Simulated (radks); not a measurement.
Values are calculated unless marked as measured or tabulated.
Dynamic dipole polarisability and lines of the niobium ion Nb5+, [Kr]. Level of theory: scalar-relativistic Kohn-Sham, LDA (Slater exchange, Perdew-Wang correlation), spin-polarised, spherical densities, finite nucleus; Fermi nuclear charge, rms radius of each element as measured or else 0.836 A^(1/3) + 0.57 fm (a radial shooting solver on a logarithmic mesh with Libxc functionals). Time-dependent linear response with the Hartree and adiabatic LDA kernel, continuum included through the Sternheimer equations, no spin-orbit coupling, so fine structure and intercombination lines are absent. Lines are the poles of the dipole polarisability below minus the highest occupied eigenvalue, found on a grid refined at the orbital gaps; the lowest seven at most are given, and weak or close lines can be missed. The first line takes the name of the lowest orbital gap if no other gap lies below it; otherwise a line is named after a gap within 0.6 % of it, if that gap stands alone.

photon energy (eV),alpha (bohr^3)
0,2.273
1.545,2.276
7.727,2.335
13.908,2.487
20.090,2.772
26.271,3.294
32.452,4.355
38.634,7.266
44.815,41.65
50.997,-10.31
57.178,-3.731
63.359,-1.994
69.541,-2.276
75.722,-1.221
81.904,0.01403
88.085,-0.7355

Lines (eV, oscillator strength): 45.929 (26.99 nm, 4p-4d), f = 5.52; 49.129 (25.24 nm, 4p-5s), f = 0.561; 68.812 (18.02 nm, unassigned), f = 0.168; 70.741 (17.53 nm, 4p-6s), f = 0.102; 78.681 (15.76 nm, 4p-6d), f = 0.0204; 79.580 (15.58 nm, unassigned), f = 0.0388; 82.027 (15.11 nm, 4s-5p), f = 0.0274. Higher lines, where found, are left out when the end of the mesh affects them. Those listed give 95 % of the static polarisability (sum of f/w^2). Orbital energy gaps for comparison: 4p-4d 36.631 eV; 4p-5s 48.927 eV; 4p-5d 67.720 eV; 4p-6s 70.686 eV; 4p-6d 78.358 eV.
